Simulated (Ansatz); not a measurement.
System: chloro(chlorosilyl)silane, Si2H4Cl2, charge 0, multiplicity 1. SMILES: Cl[SiH2][SiH2]Cl
Structure (B3LYP-D3(BJ)/def2-TZVP (Ansatz, a first-principles code) minimum search):
```xyz
8

Cl     2.0009     1.7397     0.3442
Si     1.1631    -0.1296     0.0036
Si    -1.1630     0.1307    -0.0104
Cl    -2.0010    -1.7409    -0.3372
H      1.5975    -1.0383     1.0857
H      1.6573    -0.6309    -1.2963
H     -1.5981     1.0316    -1.0988
H     -1.6562     0.6414     1.2863
```

Wanted: atomisation energy, in kcal/mol. Conventions: 6-31G* and kin with 6d, 5d where marked; non-relativistic; no dispersion term unless named; UHF or UKS for open shells; no spin-orbit coupling; atomisation electronic, to ground-state atoms; valence correlation only. CBS(X,Y): correlation extrapolated as X^-3; Hartree-Fock from the larger set. First-principles rows: single points at B3LYP-D3(BJ) geometries (Ansatz).

```csv
species,coefficient,"E at HF/6-31G* (Ansatz), Eh","E at wB97M-V/def2-TZVPD (Ansatz), Eh"
Cl[SiH2][SiH2]Cl,-1,-1499.21898,-1501.83419
Cl atom,+2,-459.44796,-460.12609
H atom,+4,-0.49823,-0.49411
Si atom,+2,-288.83179,-289.35271
```

Coupled cluster (Ansatz) is a level with limits of its own, used here on species with T1 under 0.025 (0.045 for open shells) and stable references: CCSD(T)/CBS(aug-cc-pV(T+d)Z,aug-cc-pV(Q+d)Z). Value to compare with, CCSD(T)/CBS(aug-cc-pV(T+d)Z,aug-cc-pV(Q+d)Z) (Ansatz): 567.7 kcal/mol. 1 Eh = 627.5095 kcal/mol.

**Question.** Work the quantity out at each level, and compare with CCSD(T)/CBS(aug-cc-pV(T+d)Z,aug-cc-pV(Q+d)Z) (Ansatz).

**Answer.** 
- HF/6-31G*: the sum of coefficient times E is 0.66656 Eh, or 418.27 kcal/mol. Result: 418.3 kcal/mol. Its difference against CCSD(T)/CBS(aug-cc-pV(T+d)Z,aug-cc-pV(Q+d)Z) (Ansatz) is -149.4 kcal/mol.
- wB97M-V/def2-TZVPD: the sum of coefficient times E is 0.90015 Eh, or 564.85 kcal/mol. Result: 564.9 kcal/mol. Its difference against CCSD(T)/CBS(aug-cc-pV(T+d)Z,aug-cc-pV(Q+d)Z) (Ansatz) is -2.8 kcal/mol.
